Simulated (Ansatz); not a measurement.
Job for Ansatz (a quantum-chemistry and plane-wave program): R-CCSD(T)/def2-SVP on H2O (SMILES O).

Ansatz 0.2 input:
```yaml
crystal:
  periodic: [false, false, false]
  atoms:
    - {symbol: O, position_ang: [-0.00000000, 0.00000000, 0.38961139]}
    - {symbol: H, position_ang: [0.00000000, 0.76498632, -0.19485569]}
    - {symbol: H, position_ang: [0.00000000, -0.76498632, -0.19485569]}
basis:
  gaussian:
    orbitals: def2-SVP
magnetization: {spin_polarized: false}
correlation: {method: ccsd_t, electrons: outside_noble_gas}
scf: {lower_state_search: off}
```

Program output:

```
WARN ansatz: RAYON_NUM_THREADS=4 ignored (pool sized by the plan → 4); use --threads N
Functional definition: HF
these checks for a lower state are left out or cut short: stability, starts, cluster_reference, orbital_swaps, neighbouring_geometries, increment
integrals: 0.00 GiB planned
234 factors; integrals over basis functions are off by at most 7.5e-4 eV
mean field: 0.04 GiB planned
mean field evaluation 1: about -2065.3671 eV, gradient 3.0e1 eV
mean field evaluation 2: about -2065.3672 eV, gradient 3.0e1 eV
mean field evaluation 4: about -2066.9874 eV, gradient 1.5e0 eV
mean field evaluation 8: about -2066.9947 eV, gradient 1.5e-5 eV
mean field -2066.99471433 eV, -75.9606546922 hartree, gradient 2.4e-6 eV, S^2 0.000000; 0 other end points of the search recorded, 0 dependent functions left out
1 core orbitals not correlated
reference -2066.99471433 eV, -75.9606546922 hartree; 4, 4 occupied and 19, 19 virtual orbitals, 234 factors
second order -5.48036952 eV of doubles, -0.00000000 eV of singles
coupled cluster: 0.05 GiB planned
cycle   1  -5.62128942 eV  change   -1.4e-1 eV  update   3.3e-2
cycle   2  -5.72763368 eV  change   -1.1e-1 eV  update   1.0e-2
cycle   3  -5.74222386 eV  change   -1.5e-2 eV  update   3.2e-3
cycle   4  -5.74196565 eV  change    2.6e-4 eV  update   6.5e-4
cycle   5  -5.74221361 eV  change   -2.5e-4 eV  update   2.2e-4
cycle   6  -5.74216997 eV  change    4.4e-5 eV  update   7.8e-5
cycle   7  -5.74215393 eV  change    1.6e-5 eV  update   2.0e-5
cycle   8  -5.74215097 eV  change    3.0e-6 eV  update   3.4e-6
perturbative correction -0.08152624 eV, -0.0029960339 hartree
Total energy: -2072.81839154 eV, -76.1746708822 hartree
Checks for a lower state left out: stability, starts, cluster_reference, orbital_swaps, neighbouring_geometries, increment
```

The run converged.

Cost: about 0.23 core-seconds (a rough figure).
